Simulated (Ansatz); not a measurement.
Pulling the pair apart

The pair of HCl (SMILES Cl, atoms 1–2) and BF3 (SMILES FB(F)F, atoms 3–6), both closed shells, in one local arrangement (a lower one may exist), relaxed at PBE0-D4/def2-TZVP:

Cl1  (-0.898, 0.106, -1.886)
H2  (0.136, -0.575, -2.211)
F3  (-0.875, -0.490, 1.492)
B4  (0.181, 0.119, 1.008)
F5  (1.188, -0.588, 0.541)
F6  (0.269, 1.427, 1.056)
(Å)

BF3 is shifted rigidly along the line between the mean atom positions of the two fragments (negative: closer). Counterpoise interaction energies in kJ/mol. Computed with Ansatz 0.2.0 (basis: def2-TZVPPD); correlated methods freeze the cores. B3LYP uses VWN-RPA correlation.

```csv
shift (Å),PBE-D4,B3LYP-D4,MP2
-0.31,-6.2,-5.3,-3.6
-0.15,-9.3,-8.9,-7.0
0.00,-10.4,-10.2,-8.2
0.15,-10.3,-10.1,-8.2
0.37,-9.2,-8.9,-7.3
0.77,-6.6,-6.1,-5.1
1.54,-2.9,-2.6,-2.3
3.09,-0.6,-0.7,-0.6
```

What does CCSD(T) give at these shifts? (Judge from chemistry; the value comes from the calculation.)

Computed: -3.4, -6.9, -8.1, -8.2, -7.3, -5.1, -2.3, -0.6 kJ/mol. For zero shift, CCSD(T) at an estimated basis limit (MP2 extrapolated from triple and quadruple zeta, plus CCSD(T) − MP2 in triple zeta) gives -9.7 kJ/mol. These are counterpoise interaction energies, counted from the two frozen fragments.

The T1 diagnostic stays at or below 0.012.

For scale, one of the runs: CCSD(T)/def2-TZVPPD, 225 basis functions, launched by `ansatz run in.yaml --threads 4 --pin off --events-out ev --progress --plain --max-ram 9574MiB`. Time: 84 s of wall clock on 4 CPU threads of an Arm Neoverse V2; the host was shared. Peak host memory: 3.9 GiB.
